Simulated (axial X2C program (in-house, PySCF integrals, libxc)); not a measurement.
Worked dissociation energy of LiSe⁻: PBE0, with spin–orbit coupling

Computed with an in-house relativistic program for diatomic molecules. Two-component (2c) means X2C with spin–orbit coupling and atomic mean-field two-electron Coulomb and Gaunt terms. Basis: Se dyall-acv3z [9s10p7d5f1g], Li dyall-av3z [9s9p3d] (cores contracted in-house); Gaussian nuclei, density fitting, unrestricted open shells. Masses: Se 79.917 u, Li 7.016 u.

Molecular state: Ω = 0 (closed shell).

| Property | Result |
| --- | --- |
| E(Se-) (2M_J = 3) | -2428.867526 hartree |
| E(Li) (2M_J = 1) | -7.467776 hartree |
| E(LiSe⁻) at Re | -2436.413131 hartree |
| ωe | 569.2 cm⁻¹ |
| ωexe | 3.7 cm⁻¹ |

**Question.** Work out De and D0.

**Answer.** De = -2428.867526 + (-7.467776) − (-2436.413131) = 0.07783 hartree = 2.118 eV. The zero-point energy is ωe/2 − ωexe/4 = 284 cm⁻¹ = 0.035 eV, so D0 = 2.083 eV.

The state is one determinant whose occupation by symmetry is held fixed; it was picked as the lowest of a PBE0 search that is not exhaustive. The closed shell is kept restricted, so the energy runs too high when the bond is stretched far. Dissociation energies refer to the lowest single-determinant-based atoms at the same level and basis. The functionals have no current-density term, which raises determinants with orbital currents, atoms included. The highest occupied level of some functionals is positive through self-interaction error; at Hartree–Fock it is bound.

Each atomic determinant is the lowest at this level and need not be a pure J level. Totals compare only within one Hamiltonian and basis.
